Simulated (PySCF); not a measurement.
Job for PySCF: D3(BJ) and D4 dispersion corrections on CH4O (SMILES CO).

```python
from pyscf import gto
from pyscf.dispersion import dftd3, dftd4

mol = gto.M(
    atom='''
    C     0.28257362   -0.12593661    3.40201941
    O     0.51564463    0.12182379    1.99656443
    H     1.22910404   -0.08487593    3.93798257
    H    -0.13458604   -1.12712432    3.46334478
    H    -0.42809254    0.59666154    3.80150187
    H     0.95718719    0.96878059    1.86042356
    ''',
    basis='def2-svp',
    charge=0, spin=0, verbose=0, max_memory=1800)
d3, d4 = {}, {}
for xc in ['hf', 'pbe', 'blyp', 'revpbe', 'tpss', 'r2scan', 'b3lyp', 'pbe0', 'bhlyp', 'camb3lyp', 'b2plyp']:
    d3[xc] = float(dftd3.DFTD3Dispersion(mol, xc=xc, version='d3bj', atm=False).get_dispersion()['energy'])
    print(f'D3(BJ) {xc:10s} {d3[xc]:14.8f} Eh')
for xc in ['hf', 'pbe', 'blyp', 'revpbe', 'tpss', 'r2scan', 'b3lyp', 'pbe0', 'bhlyp', 'camb3lyp', 'b2plyp']:
    d4[xc] = float(dftd4.DFTD4Dispersion(mol, xc={'camb3lyp': 'cam-b3lyp'}.get(xc, xc), atm=True).get_dispersion()['energy'])
    print(f'D4     {xc:10s} {d4[xc]:14.8f} Eh')
```

Program output:

```
D3(BJ) hf            -0.01953027 Eh
D3(BJ) pbe           -0.00189429 Eh
D3(BJ) blyp          -0.00386312 Eh
D3(BJ) revpbe        -0.00537088 Eh
D3(BJ) tpss          -0.00226138 Eh
D3(BJ) r2scan        -0.00046276 Eh
D3(BJ) b3lyp         -0.00309828 Eh
D3(BJ) pbe0          -0.00150205 Eh
D3(BJ) bhlyp         -0.00226042 Eh
D3(BJ) camb3lyp      -0.00119629 Eh
D3(BJ) b2plyp        -0.00130485 Eh
D4     hf            -0.00703066 Eh
D4     pbe           -0.00152165 Eh
D4     blyp          -0.00361874 Eh
D4     revpbe        -0.00658766 Eh
D4     tpss          -0.00207491 Eh
D4     r2scan        -0.00036042 Eh
D4     b3lyp         -0.00243133 Eh
D4     pbe0          -0.00123016 Eh
D4     bhlyp         -0.00151339 Eh
D4     camb3lyp      -0.00119085 Eh
D4     b2plyp        -0.00104453 Eh
```

The run finished.

Cost: very roughly 0.03 core-seconds.
